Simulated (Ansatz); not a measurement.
`[SiH3][CH2][GaH][Cl]` + H₂O → `[OH][GaH][Cl]` + `C[SiH3]` at 600 K and 1 bar (formal hydrolysis of a Ga–C bond).

Computed with Ansatz on PBE0-D4/def2-TZVP structures; ΔE is electronic, products minus reactants. CCSD(T)/CBS is the MP2 limit (def2-TZVPP, def2-QZVPP) plus CCSD(T) − MP2 in def2-TZVPP, frozen cores. This one scheme is used for every species. For Ga outer-core shells are correlated without core-valence functions, which leaves a few kJ/mol of doubt a bond. Scalar relativity is left out up to krypton. One conformer a species, not always the lowest.

| species | CCSD(T)/CBS energy (Eh) | H − E (kJ/mol) | S (J/(mol·K)) |
| --- | --- | --- | --- |
| `[SiH3][CH2][GaH][Cl]` | -2714.51621 | 220.1 | 469.4 |
| H₂O | -76.37941 | 76.8 | 212.8 |
| `[OH][GaH][Cl]` | -2460.17745 | 95.8 | 354.0 |
| `C[SiH3]` | -330.73916 | 199.7 | 315.0 |

H − E and S are ideal-gas, rigid-rotor, harmonic terms from PBE0-D4/def2-TZVP, for one conformer and one mirror image of each species. 1 Eh = 2625.50 kJ/mol, R = 8.31446 J/(mol·K).

Problem. By hand: ΔE, ΔH, ΔS and ΔG.

Solution. ΔE = (-2460.17745) + (-330.73916) − (-2714.51621) − (-76.37941) = -0.02099 Eh = -55.1 kJ/mol. Δ(H − E) = 95.8 + 199.7 − 220.1 − 76.8 = -1.4, so ΔH = -56.5 kJ/mol. ΔS = 354.0 + 315.0 − 469.4 − 212.8 = -13.2 J/(mol·K). ΔG = -56.5 − 600 × (-13.2)/1000 = -48.6 kJ/mol.

Problem. By hand: the equilibrium constant, and the temperature at which ΔG would vanish if ΔH and ΔS stayed fixed.

Solution. log₁₀ K = −ΔG/(RT ln 10) = 4.2. ΔG = 0 at ΔH/ΔS = 4280 K, far beyond where these terms or the molecules hold.

The number of gas molecules stays the same, so ΔS is small and ΔH decides. A doubt of 5 kJ/mol in ΔE shifts log₁₀ K by 0.4 here. Other conformers and mirror images would add mixing entropy, several J/(mol·K) or more a flexible species. Modes under 60 cm⁻¹, often nearly free rotors, make the harmonic entropy too high. These are equilibria of isolated gas molecules and say nothing of rates. Largest T1 diagnostic: 0.013 (customary marks: 0.02 for closed shells, 0.045 for open ones).
